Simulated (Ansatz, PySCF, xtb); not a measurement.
Reaction R1 → P1, each structure at its B3LYP-D3(BJ)/def2-TZVP stationary point, reached from a drawn start; harmonic modes at that level show minima.
R1, C4H4 (SMILES C#CC=C) (charge 0, multiplicity 1, Z-matrix in Å and degrees):
```
C
C 1 1.3340
H 2 1.0814 1 120.81
H 2 1.0819 3 117.66 1 -180.00
H 1 1.0857 2 119.68 3 0.00
C 1 1.4196 5 115.93 2 -180.00
C 6 1.2029 5 151.14 1 -180.00
H 7 1.0621 5 161.96 1 -180.00
```
P1, C4H4 (SMILES C=C=C=C) (charge 0, multiplicity 1):
```xyz
8

C      1.89452    -0.29739     0.31499
C      0.61584    -0.09665     0.10240
C     -0.61581     0.09669    -0.10239
C     -1.89450     0.29737    -0.31500
H      2.24223    -0.87343     1.16512
H      2.64818     0.10577    -0.35203
H     -2.24221     0.87348    -1.16509
H     -2.64816    -0.10584     0.35199
```

P less R. No zero-point or thermal terms.

Frozen-core correlation throughout. CBS(a, b) extrapolates the correlation energy as X⁻³ and adds the Hartree–Fock energy of set b.

Codes used: Ansatz (a program for electronic structure) with Gaussian orbitals; PySCF for M06-2X and the D3/D4 terms; xtb for the GFN methods. Each number belongs to the level named beside it.

| level | reaction energy (kJ/mol) |
|---|---|
| GFN1-xTB | 24.7 |
| HF/cc-pVQZ | 46.7 |
| BLYP-D3(BJ)/def2-TZVPP | 6.7 |
| M06-2X/def2-TZVPP | 27.9 |
| CAM-B3LYP-D4/def2-TZVPP | 25.0 |
| MP2/cc-pVQZ | 47.7 |
| SCS-MP2/cc-pVDZ | 47.6 |
| CCSD/cc-pVTZ | 38.6 |
| CCSD(T)/CBS(cc-pVTZ, cc-pVQZ) | (withheld) |

Complete the blanks.


- CCSD(T)/CBS(cc-pVTZ, cc-pVQZ), reaction energy (kJ/mol): 35.0
